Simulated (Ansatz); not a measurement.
`C=C(F)S` + HI → `C=C(F)I` + H₂S at 400 K and 1 bar (substitution at a C–S bond).

Isolated molecules relaxed with PBE0-D4/def2-TZVP in Ansatz; ΔE leaves out vibrations. CCSD(T)/CBS adds triple-zeta CCSD(T) − MP2 to the extrapolated MP2 energy (def2 sets, frozen cores). This one scheme is used for every species. Elements past krypton have def2 core potentials. For I outer-core shells are correlated without core-valence functions, which leaves a few kJ/mol of doubt a bond. One conformer a species, not always the lowest.

```tsv
species	CCSD(T)/CBS energy (Eh)	H − E (kJ/mol)	S (J/(mol·K))
`C=C(F)S`	-575.43615	137.6	316.4
HI	-298.03592	25.7	215.0
`C=C(F)I`	-474.49774	110.9	323.4
H₂S	-398.97279	53.4	215.9
```

H − E and S are ideal-gas, rigid-rotor, harmonic terms from PBE0-D4/def2-TZVP, for one conformer and one mirror image of each species. 1 Eh = 2625.50 kJ/mol, R = 8.31446 J/(mol·K).

Problem. By hand: ΔE, ΔH, ΔS and ΔG.

Solution. ΔE = (-474.49774) + (-398.97279) − (-575.43615) − (-298.03592) = 0.00154 Eh = 4.0 kJ/mol. Δ(H − E) = 110.9 + 53.4 − 137.6 − 25.7 = 1.0, so ΔH = 5.0 kJ/mol. ΔS = 323.4 + 215.9 − 316.4 − 215.0 = 7.9 J/(mol·K). ΔG = 5.0 − 400 × (7.9)/1000 = 1.8 kJ/mol.

Problem. By hand: the equilibrium constant, and the temperature at which ΔG would vanish if ΔH and ΔS stayed fixed.

Solution. log₁₀ K = −ΔG/(RT ln 10) = -0.2. ΔG = 0 at ΔH/ΔS = 633 K, though so small a ΔH makes that figure unsure.

TΔS isn't small against ΔH here. The sign of ΔG lies within the doubt. A doubt of 5 kJ/mol in ΔE shifts log₁₀ K by 0.7 here. Other conformers and mirror images would add mixing entropy, several J/(mol·K) or more a flexible species. These are equilibria of isolated gas molecules and say nothing of rates. Largest T1 diagnostic: 0.012 (customary marks: 0.02 for closed shells, 0.045 for open ones).
